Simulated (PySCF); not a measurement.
# What a mistake does to a calculation on BGeH6NSi

Calculated results; nothing here was measured. They come from PySCF 2.14.0, an open-source quantum chemistry program, on an isolated molecule that a program drew, which may never have been made. The molecule is BGeH6NSi (charge 0, singlet), drawn as the SMILES string `N[Si][BH][GeH3]`.

Each row is a Hartree-Fock (HF) and frozen-core CCSD(T) single point in the cc-pV(D+d)Z basis, meant for a local HF minimum. Run 1 is clean. Each other run has one planted mistake out of seven kinds, and not every kind appears here: one electron removed, one electron added, multiplicity raised by two, geometry at a saddle point, minimal basis STO-3G, one bond length entered in bohr, all coordinates scaled. The reference is restricted for singlets and unrestricted otherwise, and also for a bond in bohr. Adding or removing an electron swaps singlet and doublet. Electrons count all cores. HOMO and LUMO are orbital energies over both spins, the gradient is its largest component, and the lowest frequency (negative if imaginary) is given only where the gradient is small. Bond lengths are over the 9 bonds as drawn. T1 is the CCSD diagnostic: over 0.02 (restricted) or 0.045 (unrestricted) a single reference is doubtful. Germanium has the cc-pVDZ-PP basis, with a core potential (ECP10MDF) in place of its 10 inner electrons, and its 3s, 3p and 3d shells are frozen in CCSD(T).

Geometry of the clean run:
```xyz
10
BGeH6NSi, angstrom
N     0.1217    1.8287    1.0791
Si    1.6531    1.3095    0.5324
B     1.5311   -0.7087    0.8247
Ge    0.8256   -2.0687   -0.6055
H    -0.6235    1.2746    1.4555
H    -0.1285    2.7993    1.0531
H     1.9826   -1.2133    1.8209
H     0.4484   -1.4192   -1.9464
H    -0.4453   -2.7363   -0.0493
H     1.8459   -3.1792   -0.8984
```

```
run  electrons  basis functions  <S^2>  HOMO (eV)  LUMO (eV)  gradient (hartree/bohr)  lowest frequency (cm^-1)  mean bond (Å)  longest bond (Å)      T1  HF (hartree)  CCSD(T) (hartree)                          mistake
  1         64              104  0.000      -8.05       1.12                  2.5e-05                        49         1.5186             2.096  0.0191    -664.88999         -665.40049                         no fault
  2         64              104  0.000      -8.01       1.15                  1.3e-02                         -         1.4989             2.069  0.0191    -664.88849         -665.39742           all coordinates scaled
  3         64              104  0.908      -8.09       0.49                  7.0e-03                         -         1.6708             2.909  0.0366    -664.79514         -665.29138  one bond length entered in bohr
  4         63              104  0.789     -15.52      -5.82                  4.5e-02                         -         1.5186             2.096  0.0230    -664.63655         -665.11830             one electron removed
  5         65              104  0.852      -1.10       6.81                  2.6e-02                         -         1.5186             2.096  0.0307    -664.88752         -665.41477                                ?
  6         64              104  2.043      -6.89      -0.16                  2.9e-02                         -         1.5186             2.096  0.0218    -664.83887         -665.34018                                ?
```

**Which mistake was planted in run 5, and what did it cost?**

It counts 65 electrons, one more than the clean run, at the same geometry and basis. So the mistake is: one electron added. Subtracting run 1 and multiplying by 627.51 kcal/mol a hartree, the energy moved by 1.5 kcal/mol in HF and -9.0 kcal/mol in CCSD(T).

**Which mistake was planted in run 6, and what did it cost?**

Electrons, basis and geometry are unchanged, and <S^2> is 2.043, beside S(S+1) = 2.00 for a multiplicity of 3. So the mistake is: multiplicity raised by two. Subtracting run 1 and multiplying by 627.51 kcal/mol a hartree, the energy moved by 32.1 kcal/mol in HF and 37.8 kcal/mol in CCSD(T).

